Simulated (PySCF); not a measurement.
Compound: C2H3F5Ge.
SMILES: `FC(F)(F)[C](F)(F)[GeH3]`

Theory: TDDFT CAM-B3LYP/def2-SVPD, vertical, gas phase, core orbitals frozen in the response (PySCF). Geometry: PBE0-D3(BJ)/def2-SVP; no solvent, vibrations or thermal averaging. Relativistic effects, spin–orbit coupling among them, are left out although an element past zinc is present. Torsions of this conformer, `[F:1][C:2]([F:3])([F:4])[C:5]([F:6])([F:7])[GeH3:8]`: F1–C2–C5–F6 -179°.

Q: What does the calculation give for the low-lying excited states?

A: 

```tsv
state	E (eV)	λ (nm)	ν̃ (cm⁻¹)	f	symmetry	main configurations (H = HOMO, L = LUMO)
S1	8.52	145.5	68730	0.066	A′	H→L+1 (70%), H→L+2 (19%)
S2	8.69	142.7	70100	0.0013	–	H→L+3 (75%), H-1→L+1 (12%)
S3	8.80	140.9	70960	0.078	A′	H→L (59%), H→L+2 (27%)
S4	8.97	138.2	72340	0.112	A′	H-2→L+1 (55%), H→L (21%), H→L+1 (10%)
S5	9.08	136.5	73240	0.0001	–	H-1→L+1 (67%), H-1→L (10%), H→L+3 (10%)
S6	9.20	134.8	74180	0.141	A′	H→L+2 (41%), H-2→L+1 (23%), H→L+1 (13%)
```

The lowest singlet comes at 145 nm (822 kJ/mol) in the vacuum ultraviolet; it is of moderate strength; its leading configuration is HOMO→LUMO+1 (70%). The most intense listed level is S6 at 9.20 eV (135 nm, f = 0.141), 0.68 eV above S1. It is the last of those listed, so stronger ones may follow. Löwdin shares by element: HOMO fluorine 32% or more, carbon 26% or more, germanium 20% (atoms not listed hold the other 22%); LUMO germanium 53%, hydrogen 34%. Of the 6 states listed, 4 reach f = 0.01 and 1 stays under 0.0005. The listed states span 0.68 eV. The oscillator strengths of these states sum to 0.399; summed over the whole spectrum of an exact calculation they would give the number of electrons, 92 (Thomas–Reiche–Kuhn). Symmetry labels in Cs follow from the direction of the transition dipole and are given only for states with f of 0.002 or more. Only the lowest 6 singlets were computed, as vertical energies without vibronic structure.

The run took about 2.1 min of CPU time (one thread, shared machine).
